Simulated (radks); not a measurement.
Species: Ag25+. Configuration: [Ar] 3d4.

All-electron calculation, scalar-relativistic Kohn-Sham, LB94 model potential, spin-polarised, spherical densities, finite nucleus; open shells are filled with parallel spins first (spin-orbit coupling, left out, can overturn this in heavy ions); Fermi nuclear charge, rms radius 4.5454 fm. Program: a radial shooting solver on a logarithmic mesh with Libxc functionals.

Energy parts (Ry):
part                    energy
kinetic            10302.69155
electron-nucleus  -22145.42845
Hartree             2199.96778
(The LB94 potential has no energy functional, so no total or exchange-correlation energy is given.)

Orbitals (lengths in bohr, moments of r in powers of bohr):
\begin{tabular}{lrrr}
orbital & occ. & eigenvalue (Ry) & <r^4> \\ \hline
1s down & 1 & -1948.452 & 4.417e-06 \\
1s up & 1 & -1948.429 & 4.416e-06 \\
2s down & 1 & -352.7971 & 0.0007557 \\
2s up & 1 & -352.7861 & 0.0007608 \\
2p down & 3 & -325.0191 & 0.0005378 \\
2p up & 3 & -324.9676 & 0.0005417 \\
3s up & 1 & -117.5836 & 0.02765 \\
3s down & 1 & -116.6051 & 0.02801 \\
3p up & 3 & -108.5146 & 0.02734 \\
3p down & 3 & -107.5277 & 0.02774 \\
3d up & 4 & -95.48695 & 0.02065 \\
3d down & 0 & -94.55781 & 0.02090 \\
\end{tabular}

The highest occupied level is 3d up at -1299.2 eV. The spin density at the nucleus is 2.53 e/bohr^3 (1s 1.57, 2s -14.54, 3s 15.50). Spin moment in Bohr magnetons: 4. The electron density at the nucleus is 1.494e+05 e/bohr^3 (large components only). The density falls to 0.001 e/bohr^3 at r = 1.02 bohr. Summed over all electrons, <r^2> = 1.658 bohr^2, which gives a Langevin (diamagnetic) susceptibility term of -1.31 x 10^-6 cm^3/mol. For comparison, the ionisation energy in NIST's Atomic Spectra Database is 1308 eV (theoretical). In exact Kohn-Sham theory the highest level is minus the ionisation energy, but local and semilocal functionals leave it too shallow, through self-interaction and a potential that decays too fast; potentials with the right tail come closer.
